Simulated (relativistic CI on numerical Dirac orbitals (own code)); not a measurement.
## Electric-dipole lines of Gd⁴³⁺

Method of calculation: Dirac-Coulomb-Breit CI, KLI orbitals optimised for each configuration, model QED, unscaled Slater integrals (own radial code, finite nucleus).

Configuration list (outside the closed core [Ne]): 3s2.3p6.3d3, 3s2.3p5.3d4, 3s.3p6.3d4, 3s2.3p6.3d2.4s, 3s2.3p6.3d2.4p, 3s2.3p6.3d2.4d, 3s2.3p5.3d3.4s, 3s2.3p6.3d2.4f, 3s2.3p5.3d3.4p, 3s.3p6.3d3.4s, 3p6.3d4.4p, 3p6.3d5, 3p5.3d6, 3p5.3d5.4s, 3p6.3d4.4s, 3p5.3d4.4s2, 3s2.3p6.3d.4s2, 3s2.3p6.4s2.4p, 3s2.3p6.4s2.4d. Double excitations out of closed p, d and f shells are left out; levels of such configurations are missing from the list, as are those of other unlisted configurations, and high levels can miss mixing partners. These lack a partner that the ground configuration has and come out too high: 3s2.3p5.3d3.4p.

| λ vac (Å) | Lower | Upper | A (s⁻¹) | log gf | S velocity/length |
| --- | --- | --- | --- | --- | --- |
| 27.268 | 3s2.3p6.3d3 2G_7/2 [4] | 3s2.3p5.3d4 2F°_5/2 [156] | 1.27e+12 | -0.07 | 0.73 |
| 27.571 | 3s2.3p6.3d3 2G_9/2 [5] | 3s2.3p5.3d4 2F°_7/2 [154] | 2.39e+12 | 0.34 | 0.73 |
| 27.697 | 3s2.3p6.3d3 4F_7/2 [8] | 3s2.3p5.3d4 2F°_5/2 [169] | 1.58e+12 | 0.04 | 0.73 |
| 27.858 | 3s2.3p6.3d3 4F_9/2 [9] | 3s2.3p5.3d4 2G°_7/2 [170] | 1.73e+12 | 0.21 | 0.72 |
| 27.997 | 3s2.3p6.3d3 2H_11/2 [12] | 3s2.3p5.3d4 2G°_9/2 [174] | 2.54e+12 | 0.47 | 0.72 |
| 28.060 | 3s2.3p6.3d3 4F_9/2 [9] | 3s2.3p5.3d4 2G°_9/2 [165] | 7.79e+11 | -0.04 | 0.75 |
| 28.228 | 3s2.3p6.3d3 4F_3/2 [1] | 3s2.3p5.3d4 4D°_1/2 [137] | 3.52e+12 | -0.08 | 0.73 |
| 28.347 | 3s2.3p6.3d3 2G_9/2 [17] | 3s2.3p5.3d4 2F°_7/2 [188] | 1.90e+12 | 0.26 | 0.72 |
| 28.411 | 3s2.3p6.3d3 2F_7/2 [15] | 3s2.3p5.3d4 2F°_7/2 [177] | 1.45e+12 | 0.15 | 0.74 |
| 28.475 | 3s2.3p6.3d3 2H_11/2 [12] | 3s2.3p5.3d4 2H°_11/2 [167] | 2.36e+12 | 0.54 | 0.74 |
| 28.528 | 3s2.3p6.3d3 4P_5/2 [7] | 3s2.3p5.3d4 2F°_5/2 [156] | 1.37e+12 | 0.00 | 0.73 |
| 28.566 | 3s2.3p6.3d3 2G_9/2 [17] | 3s2.3p5.3d4 2G°_9/2 [186] | 1.37e+12 | 0.22 | 0.74 |
| 28.828 | 3s2.3p6.3d3 2D_5/2 [19] | 3s2.3p5.3d4 2F°_7/2 [196] | 1.29e+12 | 0.11 | 0.76 |
| 28.958 | 3s2.3p6.3d3 2G_9/2 [17] | 3s2.3p5.3d4 2H°_11/2 [184] | 1.32e+12 | 0.30 | 0.77 |
| 29.367 | 3s2.3p6.3d3 4F_5/2 [2] | 3s2.3p5.3d4 4D°_3/2 [139] | 1.29e+12 | -0.17 | 0.72 |
| 29.536 | 3s2.3p6.3d3 2G_9/2 [5] | 3s2.3p5.3d4 2G°_9/2 [142] | 1.46e+12 | 0.28 | 0.73 |
| 29.546 | 3s2.3p6.3d3 2G_7/2 [4] | 3s2.3p5.3d4 4F°_7/2 [141] | 9.03e+11 | -0.02 | 0.73 |
| 38.789 | 3s2.3p6.3d3 4F_3/2 [1] | 3s2.3p5.3d4 4F°_3/2 [57] | 4.67e+11 | -0.38 | 0.68 |
| 39.028 | 3s2.3p6.3d3 4F_5/2 [2] | 3s2.3p5.3d4 4F°_5/2 [82] | 3.47e+11 | -0.32 | 0.67 |
| 39.245 | 3s2.3p6.3d3 2H_11/2 [12] | 3s2.3p5.3d4 2G°_9/2 [124] | 7.68e+11 | 0.25 | 0.64 |
| 39.329 | 3s2.3p6.3d3 2G_9/2 [17] | 3s2.3p5.3d4 2F°_7/2 [133] | 7.17e+11 | 0.12 | 0.64 |
| 39.415 | 3s2.3p6.3d3 4F_3/2 [1] | 3s2.3p5.3d4 4F°_3/2 [53] | 5.50e+11 | -0.29 | 0.66 |
| 39.775 | 3s2.3p6.3d3 4F_9/2 [9] | 3s2.3p5.3d4 2G°_7/2 [114] | 4.45e+11 | -0.07 | 0.64 |
| 40.186 | 3s2.3p6.3d3 2G_7/2 [4] | 3s2.3p5.3d4 4G°_7/2 [80] | 6.85e+11 | 0.12 | 0.66 |
| 40.194 | 3s2.3p6.3d3 2G_9/2 [5] | 3s2.3p5.3d4 2H°_9/2 [81] | 5.01e+11 | 0.08 | 0.66 |
| 40.356 | 3s2.3p6.3d3 4F_3/2 [1] | 3s2.3p5.3d4 4G°_5/2 [45] | 5.91e+11 | -0.06 | 0.69 |
| 40.540 | 3s2.3p6.3d3 4F_9/2 [9] | 3s2.3p5.3d4 2H°_9/2 [110] | 5.52e+11 | 0.13 | 0.66 |
| 41.089 | 3s2.3p6.3d3 2H_11/2 [12] | 3s2.3p5.3d4 2H°_11/2 [112] | 5.25e+11 | 0.20 | 0.66 |
| 41.673 | 3s2.3p6.3d3 2G_9/2 [5] | 3s2.3p5.3d4 2H°_11/2 [68] | 2.46e+11 | -0.11 | 0.70 |
| 41.941 | 3s2.3p6.3d3 4F_5/2 [2] | 3s2.3p5.3d4 2F°_7/2 [59] | 2.40e+11 | -0.30 | 0.68 |

Terms are leading LS components. Brackets give the number of a level in order of energy, since labels repeat. The list gives strong lines, with weight on those to low levels, among the lowest 200 of 2434 levels, so that lines to higher ones, which can be the strongest, are missing. Levels whose partners in the same complex of configurations lie outside the list can be far off, and so can their lines. Rates are taken at the computed energies, electric ones in the length gauge. A velocity-to-length ratio far from 1 marks an uncertain rate.

At this charge energies of transitions that change n are usually good to better than 1 %, and those within a shell (Δn = 0) to a few per cent.

LS names give the leading component of a level, which can be under half, so a name can repeat, a term be missing and a line seem to break the LS rules.
